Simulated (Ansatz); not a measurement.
Geometry optimisation, RKS LDA/def2-SVP in Ansatz 0.2.0.

Input file:

```yaml
crystal:
  periodic: [false, false, false]
  atoms:
    - { symbol: B, position_ang: [-0.01912, 0.595385, -0.43001] }
    - { symbol: "N", position_ang: [-0.007535, -0.0745, 2.227423] }
    - { symbol: H, position_ang: [-0.781213, -0.333134, 2.859022] }
    - { symbol: H, position_ang: [0.876882, -0.324123, 2.694682] }
    - { symbol: O, position_ang: [1.231735, 0.153868, -0.642165] }
    - { symbol: H, position_ang: [1.246099, -0.808802, -0.796839] }
    - { symbol: F, position_ang: [-1.092607, -0.155755, -0.677124] }
    - { symbol: S, position_ang: [-0.238461, 2.400536, -0.00954] }
    - { symbol: H, position_ang: [-1.596151, 2.300936, 0.001798] }
    - { symbol: H, position_ang: [-0.019928, 0.967889, 2.148654] }
basis:
  gaussian: { orbitals: def2-SVP }
hamiltonian:
  xc: lda
relax:
  f_tol: 0.03
  max_steps: 50
```

Run as:

```bash
$ ansatz run input.yaml --threads 2 --pin off --max-ram 3072MiB --backend cpu --events-out ev --progress --plain --runs-dir out
```

Where does it end, and by what steps?

The run converged. After 18 steps the energy has fallen by 0.711 eV; H6 moved furthest, 0.78 Å. Joined: B1–N2 (2.74 → 1.63 Å).

```json
{"step": "0", "energy less start (eV)": "0.0000", "largest force component (eV/Å)": "0.707", "accepted": "yes"}
{"step": "1", "energy less start (eV)": "-0.0914", "largest force component (eV/Å)": "0.453", "accepted": "yes"}
{"step": "2", "energy less start (eV)": "-0.2213", "largest force component (eV/Å)": "0.681", "accepted": "yes"}
{"step": "3", "energy less start (eV)": "-0.3601", "largest force component (eV/Å)": "0.966", "accepted": "yes"}
{"step": "4", "energy less start (eV)": "-0.4970", "largest force component (eV/Å)": "1.139", "accepted": "yes"}
{"step": "5", "energy less start (eV)": "-0.5361", "largest force component (eV/Å)": "0.190", "accepted": "yes"}
{"step": "6", "energy less start (eV)": "-0.5434", "largest force component (eV/Å)": "0.413", "accepted": "yes"}
{"step": "7", "energy less start (eV)": "-0.5517", "largest force component (eV/Å)": "1.289", "accepted": "yes"}
{"step": "8", "energy less start (eV)": "-0.5875", "largest force component (eV/Å)": "0.367", "accepted": "yes"}
{"step": "9", "energy less start (eV)": "-0.6221", "largest force component (eV/Å)": "0.416", "accepted": "yes"}
{"step": "10", "energy less start (eV)": "-0.6606", "largest force component (eV/Å)": "0.289", "accepted": "yes"}
{"step": "11", "energy less start (eV)": "-0.6953", "largest force component (eV/Å)": "0.254", "accepted": "yes"}
{"step": "12", "energy less start (eV)": "-0.6914", "largest force component (eV/Å)": "0.240", "accepted": "no"}
{"step": "13", "energy less start (eV)": "-0.7014", "largest force component (eV/Å)": "0.124", "accepted": "yes"}
{"step": "14", "energy less start (eV)": "-0.7072", "largest force component (eV/Å)": "0.102", "accepted": "yes"}
{"step": "15", "energy less start (eV)": "-0.6708", "largest force component (eV/Å)": "1.687", "accepted": "no"}
{"step": "16", "energy less start (eV)": "-0.7101", "largest force component (eV/Å)": "0.079", "accepted": "yes"}
{"step": "17", "energy less start (eV)": "-0.7105", "largest force component (eV/Å)": "0.036", "accepted": "yes"}
{"step": "18", "energy less start (eV)": "-0.7107", "largest force component (eV/Å)": "0.009", "accepted": "yes"}
```

```xyz
10
Properties=species:S:1:pos:R:3
B -0.055 0.322 0.286
N 0.009 0.182 1.910
H -0.888 -0.187 2.266
H 0.783 -0.465 2.141
O 1.171 -0.243 -0.101
H 1.335 -0.075 -1.046
F -1.205 -0.360 -0.073
S -0.186 2.200 -0.100
H -1.545 2.219 -0.200
H 0.181 1.127 2.293
```

Whether the end is a true minimum wasn't checked by a vibrational analysis.

Time of the run: 17 s on 2 threads of Intel(R) Xeon(R) 6975P-C (Granite Rapids) (shared host), peak memory 0.19 GiB.
